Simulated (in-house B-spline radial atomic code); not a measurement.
The numbers below are computed, except where a source is named.
C6 from the polarisability at imaginary frequency: Ti⁴⁺

CAM-B3LYP linear response of the closed shell [Ne] 3s2 3p6, from an all-electron radial atomic-structure program (B-spline basis); non-relativistic, point nucleus, no spin-orbit coupling.

The dispersion coefficient of two like species is C6 = (3/π) ∫ α(iu)² du from 0 to ∞.

```
u (hartree)  α(iu) (bohr³)
          0            1.5
      0.335          1.452
      0.783          1.273
       1.34         0.9917
       2.24         0.6321
       3.35         0.3856
       5.03         0.2158
       7.83           0.11
       11.2        0.06315
       16.8        0.03358
         28        0.01484
       55.9       0.004531
```

(1) Fit one oscillator, α(iu) = α(0)/(1 + u²/ω²), through u = 0.783 and estimate C6.

(2) How does that compare with the full integral?

Results:

(1) From α(0)/α(iu) − 1 = 1.5/1.273 − 1 = 0.1783, ω = u/√0.1783 = 1.8542 hartree (50.5 eV). London's formula gives C6 = (3/4) α(0)² ω = 0.75 × 1.5² × 1.8542 = 3.129 hartree·bohr⁶, and the oscillator holds f = α(0) ω² = 5.16 electrons, of a sum of oscillator strengths of 18.0.

(2) The program's quadrature over all excitations gives C6 = 3.261, so the single oscillator is off by -4.1 %. At the last point the fit gives α = 0.00165 against 0.00453: higher excitations, and deeper shells where there are any, keep the true curve higher at large u.
